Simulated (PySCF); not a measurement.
A structure optimised at PBE0-D3(BJ)/def2-SVP (Å):
```
Si
C   1  1.8888
Si  2  1.8699  1  114.63
I   3  2.4608  2  110.30  1   179.38
H   1  1.4946  2  110.16  3   -61.83
H   1  1.4951  2  110.13  3    57.73
H   1  1.4942  2  110.34  3   177.92
H   2  1.1033  1  108.84  3  -121.64
H   2  1.1034  1  108.79  3   121.96
H   3  1.4905  2  111.17  1   -62.01
H   3  1.4908  2  111.28  1    60.64
```
Z-matrix in Å and degrees, rows numbered from 1.

Neutral, closed shell.

(1) Read off the bonds between heavy atoms and their formal orders.

(2) Give the structure as a SMILES string.

(3) Classify the heavy atoms.

(4) What is the arrangement about Si1?

(5) What is the arrangement about Si3?

## Answers

(1) Si1–C2 (single); C2–Si3 (single); Si3–I4 (single). Hydrogens: H5, H6, H7 on Si1; H8, H9 on C2; H10, H11 on Si3.

(2) `[SiH3]C[SiH2]I`, CH7ISi2. Among its features: Si–H bond and C–Si bond.

(3) Si1: SiH3 silicon; C2: sp3 carbon bound to silicon; Si3: SiH2 silicon; I4: iodine bonded to Si.

(4) It has 4 neighbours (C2, H5, H6, H7) and is tetrahedral (angles from 108.4° to 110.3°).

(5) It has 4 neighbours (C2, I4, H10, H11) and is tetrahedral (angles from 107.1° to 111.3°).

The numbers are calculated, not measured.
